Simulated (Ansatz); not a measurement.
Computed with Ansatz on PBE0-D4/def2-TZVP structures; ΔE is electronic, products minus reactants. CCSD(T)/CBS is the MP2 limit (def2-TZVPP, def2-QZVPP) plus CCSD(T) − MP2 in def2-TZVPP, frozen cores. This one scheme is used for every species. Functionals use def2-TZVPP. One conformer a species, not always the lowest.

Reaction (ligand exchange at a B–Cl bond): `NB(Cl)Cl` + NH₃ → `NB(N)Cl` + HCl

**Question.** Is it downhill or uphill in electronic energy at CCSD(T)/CBS, and by how much? (Estimate.)

**Answer.** Computed: Downhill: ΔE = -9.5 kJ/mol.

**Question.** What do these levels give: BLYP-D4, PBE-QIDH, r2SCAN0, CAM-B3LYP, LC-ωPBE, CCSD/def2-SVP? (An estimate is asked.)

**Answer.** Ansatz gave: BLYP-D4 -8.3, PBE-QIDH -9.2, r2SCAN0 -10.3, CAM-B3LYP -16.4, LC-ωPBE -13.7, CCSD/def2-SVP -9.6 kJ/mol.

Largest T1 diagnostic among the species: 0.010.

From PBE to PBE0 (25 % exact exchange), in def2-TZVPP and without D4, ΔE moves by −3.5 kJ/mol. Leaving LDA and LC-ωPBE aside and taking each functional with its dispersion term where it has one, the values, not all of them listed here, spread over 12.0 kJ/mol, from CAM-B3LYP-D4 to revPBE-D4. LDA lies −9.4 kJ/mol from PBE without D4.
